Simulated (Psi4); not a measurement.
A dimer, HBr ··· CH3F (SMILES Br and CF); the first 2 atoms form monomer A.

```
7

Br     0.7124     0.0000     0.0000
H     -0.7124     0.0000     0.0000
C     -1.1014     2.6821    -3.8472
F     -1.6927     2.1254    -2.7200
H     -0.1780     2.1429    -4.0627
H     -1.7921     2.5938    -4.6868
H     -0.8848     3.7325    -3.6484
```

### Question
What interaction energy does SAPT0/jun-cc-pVDZ, frozen core (Psi4) give, and which attractive term is the largest?

### Answer
Total -3.54 kJ/mol: electrostatics -2.99, exchange 0.39, induction -0.20, dispersion -0.74. The most attractive term is electrostatics.
